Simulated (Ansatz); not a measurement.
A run for Ansatz (a first-principles code): R-r2SCAN/def2-TZVPPD on C2H6F2O (a complex), monomers drawn apart or pushed together. Files ending in .json are basis or fitting sets from the Basis Set Exchange.

Ansatz 0.2 input:
```yaml
crystal:
  periodic: [false, false, false]
  atoms:
    - {symbol: C, position_ang: [0.38733270, -0.58090090, 0.42494774]}
    - {symbol: O, position_ang: [0.26263912, 0.75478116, 0.90939438]}
    - {symbol: H, position_ang: [-0.26976574, -0.76405044, -0.43107691]}
    - {symbol: H, position_ang: [0.09220578, -1.23806904, 1.24027692]}
    - {symbol: H, position_ang: [1.41819412, -0.81699190, 0.14291592]}
    - {symbol: H, position_ang: [0.53956317, 1.36427123, 0.21838249]}
    - {symbol: F, position_ang: [-0.02556175, -1.05946748, 3.64402593]}
    - {symbol: C, position_ang: [0.23528446, 0.25900129, 3.90627504]}
    - {symbol: F, position_ang: [1.37606706, 0.32484120, 4.65356950]}
    - {symbol: H, position_ang: [-0.58965920, 0.65775776, 4.49901170]}
    - {symbol: H, position_ang: [0.39348839, 0.77318891, 2.95956552]}
basis:
  gaussian:
    orbitals: def2-TZVPPD.json
hamiltonian:
  xc: {name: r2SCAN}
scf: {lower_state_search: off}
```

Output:

```
WARN ansatz: RAYON_NUM_THREADS=2 ignored (pool sized by the plan → 2); use --threads N
Functional definition: r2SCAN
these checks for a lower state are left out or cut short: stability, starts, cluster_reference, orbital_swaps, neighbouring_geometries, increment
integrals: 0.22 GiB planned
1280 factors; their error is unknown
mean field: 1.68 GiB planned
mean field evaluation 1: about -9644.7766 eV, gradient 6.2e1 eV
mean field evaluation 2: about -9636.1897 eV, gradient 9.2e1 eV
mean field evaluation 4: about -9651.8199 eV, gradient 4.4e0 eV
mean field evaluation 8: about -9651.8593 eV, gradient 2.5e-1 eV
mean field evaluation 16: about -9651.8211 eV, gradient 8.2e-4 eV
mean field -9651.82114936 eV, -354.6978849998 hartree, gradient 3.4e-6 eV, S^2 0.000000; 0 other end points of the search recorded, 0 dependent functions left out
reference -9651.82116972 eV, -354.6978857477 hartree; 22, 22 occupied and 274, 274 virtual orbitals, 1280 factors
Total energy: -9651.82116972 eV, -354.6978857477 hartree
Checks for a lower state left out: stability, starts, cluster_reference, orbital_swaps, neighbouring_geometries, increment
```

Self-consistency was reached.

Cost: about 7 core-seconds (a rough figure).
